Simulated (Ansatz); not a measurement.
A series at Al: from `[NH2][Al]([NH2])[NH2]`, ligands are replaced one by one, each step taking up H–F and setting free NH₃; n counts the steps. Ansatz, PBE0-D4/def2-TZVP geometries. Each molecule was computed in one conformer, which needn't be the lowest.

CBS adds triple-zeta CCSD(T) − MP2 to the MP2 limit, frozen cores; atoms without spin–orbit coupling. 

| n | molecule | atomization energy, CCSD(T)/CBS (kJ/mol) |
| --- | --- | --- |
| 0 | `[NH2][Al]([NH2])[NH2]` | 3478.8 |
| 1 | `[NH2][Al]([NH2])[F]` | ? |
| 2 | `[NH2][Al]([F])[F]` | 2371.9 |
| 3 | `[F][Al]([F])[F]` | 1797.2 |

Q: By hand: fit a straight line y = ȳ + b (n − n̄) to the 3 given rows and predict n = 1.

A: n̄ = 1.667, ȳ = 2549.30; Σ(n − n̄)(y − ȳ) = -2611.10, Σ(n − n̄)² = 4.667, so b = -559.48 kJ/mol a step. Prediction: 2549.30 + (-559.48) × (-0.667) = 2922.5 kJ/mol.

Q: By hand: compare with the computed value, 2931.3 kJ/mol, and give the steps along the whole series.

A: The line misses by 8.8 kJ/mol (computed minus predicted). Steps: -547.5, -559.4, -574.7 kJ/mol.

The steps differ by up to 27.2 kJ/mol, small against a whole step but well beyond the method's doubt, so the ligands' effects don't simply add. The miss is 0.5 % of the series' range. The energies themselves are unsure by some kJ/mol a bond, though much of that is common to the series.
